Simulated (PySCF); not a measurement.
Isomers of H5NSi2. Gas-phase values, no solvent. Strings in code marks are SMILES.

Level of theory: PBE0-D3(BJ)/def2-TZVP run with PySCF. Delta-SCF ions had no search for a lower state. Excitations are Tamm–Dancoff values on a coarser integration grid. The basis has no diffuse functions, so Rydberg states are missing or too high.

```
species               dipole moment (D)  S1 excitation (TDA) (eV)  vertical ionisation energy (Delta-SCF) (eV)  HOMO (eV)  S1 oscillator strength
--------------------  -----------------  ------------------------  -------------------------------------------  ---------  ----------------------
`[SiH3]/[SiH]=N\[H]`               2.74                      3.68                                            ?      -7.28                       ?
`[SiH](=[SiH2])N`                  3.60                      4.24                                         7.58      -5.73                   0.286
`[SiH2]=N[SiH3]`                      ?                      3.60                                         9.24      -7.36                   0.001
```

Complete the blanks.


- `[SiH3]/[SiH]=N\[H]`, vertical ionisation energy (Delta-SCF) (eV): 9.14
- `[SiH3]/[SiH]=N\[H]`, S1 oscillator strength: 0.000
- `[SiH2]=N[SiH3]`, dipole moment (D): 3.00
